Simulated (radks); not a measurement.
In32+, 17 electrons, occupied as [Ne] 3s2 3p5.

Calculated with a radial shooting solver on a logarithmic mesh with Libxc functionals: Dirac Kohn-Sham, BLYP, spin-unpolarised, spherical densities, finite nucleus; open shells fill j = l - 1/2 first; Fermi nuclear charge, rms radius 4.6156 fm.

Energy parts (eV):
part                       energy
total                 -139142.987
kinetic                147241.315
electron-nucleus      -306390.437
Hartree                 22860.845
exchange-correlation    -2854.710

Orbitals (lengths in bohr, moments of r in powers of bohr; r(90%) holds 90 % of the orbital's charge):
| orbital | occ. | eigenvalue (eV) | <r> | r(90%) |
|---|---|---|---|---|
| 1s1/2 | 2 | -29419.51 | 0.02971 | 0.0534 |
| 2s1/2 | 2 | -5788.315 | 0.1268 | 0.196 |
| 2p1/2 | 2 | -5524.271 | 0.1072 | 0.175 |
| 2p3/2 | 4 | -5309.398 | 0.1123 | 0.182 |
| 3s1/2 | 2 | -2150.443 | 0.3148 | 0.458 |
| 3p1/2 | 2 | -2054.066 | 0.3008 | 0.447 |
| 3p3/2 | 3 | -2003.350 | 0.3088 | 0.457 |

The highest occupied level is 3p3/2 at -2003.3 eV. The electron density at the nucleus is 1.754e+05 e/bohr^3. The density falls to 0.001 e/bohr^3 at r = 0.89 bohr. Summed over all electrons, <r^2> = 0.8945 bohr^2, which gives a Langevin (diamagnetic) susceptibility term of -0.708 x 10^-6 cm^3/mol. For comparison, the ionisation energy in NIST's Atomic Spectra Database is 2029 eV (semi-empirical). In exact Kohn-Sham theory the highest level is minus the ionisation energy, but local and semilocal functionals leave it too shallow, through self-interaction and a potential that decays too fast; potentials with the right tail come closer.

Beside tabulated values, note that spin-unpolarised runs miss the spin-polarisation part of the exchange energy of open shells.
